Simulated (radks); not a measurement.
Values are calculated unless marked as measured or tabulated.
Valence configurations of Pm2+ (all share [Xe]). Code: a radial shooting solver on a logarithmic mesh with Libxc functionals. Model: Dirac Kohn-Sham, PBE, spin-unpolarised, spherical densities, point nucleus; open shells fill j = l - 1/2 first. Energies are relative to 4f5; eigenvalues in eV.

[
 {"valence": "4f5", "E (eV)": "0.000", "e(4f5/2)": "-15.281", "e(5d3/2)": "-", "e(6p1/2)": "-", "e(6s1/2)": "-"},
 {"valence": "4f4.5 6s0.5", "E (eV)": "1.536", "e(4f5/2)": "-19.193", "e(5d3/2)": "-", "e(6p1/2)": "-", "e(6s1/2)": "-14.603"},
 {"valence": "4f4 5d1", "E (eV)": "3.504", "e(4f5/2)": "-20.867", "e(5d3/2)": "-15.227", "e(6p1/2)": "-", "e(6s1/2)": "-"},
 {"valence": "4f4 6s1", "E (eV)": "4.664", "e(4f5/2)": "-23.539", "e(5d3/2)": "-", "e(6p1/2)": "-", "e(6s1/2)": "-15.555"},
 {"valence": "4f3.5 5d1 6s0.5", "E (eV)": "7.633", "e(4f5/2)": "-25.400", "e(5d3/2)": "-16.904", "e(6p1/2)": "-", "e(6s1/2)": "-15.301"},
 {"valence": "4f4 6p1", "E (eV)": "8.490", "e(4f5/2)": "-24.491", "e(5d3/2)": "-", "e(6p1/2)": "-12.262", "e(6s1/2)": "-"},
 {"valence": "4f3 6p2", "E (eV)": "24.998", "e(4f5/2)": "-35.101", "e(5d3/2)": "-", "e(6p1/2)": "-14.079", "e(6s1/2)": "-"},
 {"valence": "4f2 5d1 6s2", "E (eV)": "32.018", "e(4f5/2)": "-40.888", "e(5d3/2)": "-22.333", "e(6p1/2)": "-", "e(6s1/2)": "-18.026"}
]

NIST lists [Xe] 4f5 as the ground configuration; this level of theory agrees among the configurations tried. The energies are those of spherical spin-averaged densities, not of single terms.
